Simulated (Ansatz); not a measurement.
[CrO2S2]2- (CrS₂O₂²⁻). Charge -2, multiplicity 1. Geometry PBE0-D4/def2-SVPD, basis def2-TZVPD, Ansatz.

| run | HOMO (eV) | LUMO (eV) |
| --- | --- | --- |
| A | 0.61 | 7.02 |
| B | 2.85 | 6.06 |
| C | 1.72 | 6.47 |
| D | 3.00 | 5.86 |
| E | 3.60 | 5.48 |
| F | 3.49 | 5.38 |

LC-ωPBE has ω = 0.4 bohr⁻¹. B3LYP takes the VWN-RPA correlation. A multiply charged anion in the gas phase is held together partly by the finite basis.

The runs used B3LYP, B97M-V, CAM-B3LYP, LC-ωPBE, PBE0, r2SCAN. Estimate which is which.

A LC-ωPBE (range-separated); B PBE0 (25 % exact exchange); C CAM-B3LYP (range-separated); D B3LYP (20 % exact exchange); E r2SCAN (0 % exact exchange); F B97M-V (0 % exact exchange). Exact exchange lowers occupied and raises empty levels; among semilocal functionals meta-GGAs tend to open the gap a little, and such runs are hard to tell apart. The gap grows from 1.89 eV (r2SCAN) to 6.41 eV (LC-ωPBE). The restricted singlet is unstable towards broken spin symmetry in Hartree–Fock (as tested in another run); at LC-ωPBE/def2-TZVPD, PBE0-D4/def2-TZVPD, CAM-B3LYP-D4/def2-TZVPD, B3LYP-D4/def2-TZVPD and others this wasn't settled. At LC-ωPBE/def2-TZVPD, PBE0-D4/def2-TZVPD, CAM-B3LYP-D4/def2-TZVPD, B3LYP-D4/def2-TZVPD and others the highest occupied level of the charge -2 singlet lies above zero (up to 3.60 eV). The electron is either unbound and held by the finite basis, or the level is raised by self-interaction error.
